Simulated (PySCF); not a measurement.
Run record: geometry optimisation, 4-bromophenol, `Oc1ccc(Br)cc1`.

Method: PBE0-D3(BJ)/def2-SVP geometry optimisation, gas phase (PySCF 2.14.0). Start geometry: GFN2-xTB. A driver script takes a list of jobs; this job's settings line and coordinates (Å) are shown.

Input:
```
{"job": {"xc": "PBE0", "basis": "def2-SVP", "d3": "d3bj", "grid": 2, "kind": "geom"}, "charge": 0, "multiplicity": 1}
O     -2.516933     0.351113    -0.182634
C     -1.175938     0.174007    -0.090587
C     -0.344629     1.166095    -0.607361
C      1.026487     1.028871    -0.537004
C      1.568016    -0.102828     0.050527
Br     3.461367    -0.295416     0.146921
C      0.757749    -1.096488     0.568954
C     -0.615812    -0.955731     0.497133
H     -2.981363    -0.400086     0.206630
H     -0.791717     2.036642    -1.059426
H      1.672534     1.795293    -0.935954
H      1.192395    -1.972666     1.024384
H     -1.256544    -1.728322     0.900689
```

Output:
```
step   0  E = -2879.85509881  max force = 0.016582
step   1  E = -2879.85616014  max force = 0.002300
step   2  E = -2879.85617855  max force = 0.000755
step   3  E = -2879.85617648  max force = 0.000871
step   4  E = -2879.85618151  max force = 0.000127
optimisation converged
```

Energies in Eh; «max force» is the largest Cartesian gradient component in Eh/bohr.

Give the first gradient maximum in eV/Å.

With 1 Eh/bohr = 51.422 eV/Å, 0.853 eV/Å.

How much energy does the optimisation release, in eV?

E(step 0) − E(last step) = 0.001083 Eh, which is 0.029 eV.

In short: final energy -2879.85618 Eh after 4 steps; dipole 2.40 D.

How long does this job take on Intel Xeon Platinum 8559C, one thread, shared host? And the peak memory of the process?

About 51 s, with 0.76 GiB resident at the peak, the Python interpreter and its libraries included.
Labels such as C1 count atoms from 1, the log's own numbers from 0.
